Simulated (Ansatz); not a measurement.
CH$_{3}$BrFGaO, SMILES `[OH][Ga]([F])[CH2]Br`, relaxed with RKS PBE-D4/def2-SVP in the Gaussian-basis code of Ansatz from a rough embedded geometry. The force threshold is 0.03 eV/Å; the program also tests the step.

Charge 0, multiplicity 1.

Start:

```xyz
8

O    -0.688    1.908    0.480
Ga   -0.313    0.678   -0.350
F    -1.381    0.536   -1.203
C     0.420   -0.991   -0.354
Br    0.031   -1.762    1.378
H    -0.085    1.763    1.338
H     0.665   -1.780   -1.071
H     1.352   -0.352   -0.217
```

Q: By how much does the energy fall, and how many steps does the optimiser take? (An estimate is asked.)

A: The calculation gave: 187.27 kcal/mol, in 9 steps, 1 of them rejected.

Q: Which bonds change most? (Estimate.)

A: Ansatz gave: Ga2–F3 from 1.375 to 1.767 Å; O1–Ga2 from 1.531 to 1.792 Å; Ga2–C4 from 1.823 to 1.972 Å; O1–H6 from 1.059 to 0.975 Å.

Q: Give the relaxed structure. (Estimate.)

A: The calculation gave: 
```xyz
8

O    -0.670    2.036    0.672
Ga   -0.548    0.592   -0.383
F    -1.737    0.625   -1.689
C     0.654   -0.965   -0.240
Br    0.154   -1.885    1.430
H    -0.078    1.971    1.444
H     0.502   -1.677   -1.071
H     1.723   -0.698   -0.162
```
